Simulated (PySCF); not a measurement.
In(Me)2(OH) (C2H7InO), SMILES [CH3][In]([CH3])[OH]. Atoms are numbered in the order given.

```xyz
11

In    -0.0317     0.0037    -0.0233
C     -1.4278    -1.6433     0.0402
H     -0.9201    -2.5721    -0.2603
H     -2.2783    -1.4684    -0.6331
H     -1.8047    -1.7707     1.0660
C      0.0912     1.8622    -1.0964
H      0.2651     1.6717    -2.1659
H      0.9310     2.4449    -0.6940
H     -0.8387     2.4402    -0.9954
O      1.5766    -0.1585     1.1826
H      1.6070    -0.9708     1.6984
```

Geometry optimised at PBE0-D3(BJ)/def2-SVP. The structure was generated by enumeration; whether it is a known compound was not checked. The def2 effective core potentials stand for the cores of In; spin–orbit coupling is left out. Other conformers were not sampled.

All values below come from PBE/def2-TZVP in PySCF.

ESP charges are fitted to the potential on shells at 1.4 to 2.0 van der Waals radii. Atomic charges (e):

```json
[
 {"atom": "In1", "Mulliken": "0.76", "Löwdin": "(withheld)", "ESP fit": "0.98"},
 {"atom": "C2", "Mulliken": "-0.63", "Löwdin": "-0.54", "ESP fit": "-0.99"},
 {"atom": "H3", "Mulliken": "0.14", "Löwdin": "(withheld)", "ESP fit": "0.23"},
 {"atom": "H4", "Mulliken": "0.15", "Löwdin": "(withheld)", "ESP fit": "0.22"},
 {"atom": "H5", "Mulliken": "0.14", "Löwdin": "(withheld)", "ESP fit": "0.23"},
 {"atom": "C6", "Mulliken": "-0.64", "Löwdin": "-0.53", "ESP fit": "-0.75"},
 {"atom": "H7", "Mulliken": "0.14", "Löwdin": "(withheld)", "ESP fit": "0.16"},
 {"atom": "H8", "Mulliken": "0.16", "Löwdin": "(withheld)", "ESP fit": "0.20"},
 {"atom": "H9", "Mulliken": "0.14", "Löwdin": "(withheld)", "ESP fit": "0.15"},
 {"atom": "O10", "Mulliken": "-0.63", "Löwdin": "-0.31", "ESP fit": "-0.80"},
 {"atom": "H11", "Mulliken": "0.29", "Löwdin": "(withheld)", "ESP fit": "0.37"}
]
```

Q: Fill in the missing entries. (Estimate from the structure and the level; the computed values follow.)

A: 
- In1, Löwdin: 0.45
- H3, Löwdin: 0.13
- H4, Löwdin: 0.13
- H5, Löwdin: 0.13
- H7, Löwdin: 0.13
- H8, Löwdin: 0.13
- H9, Löwdin: 0.13
- H11, Löwdin: 0.15
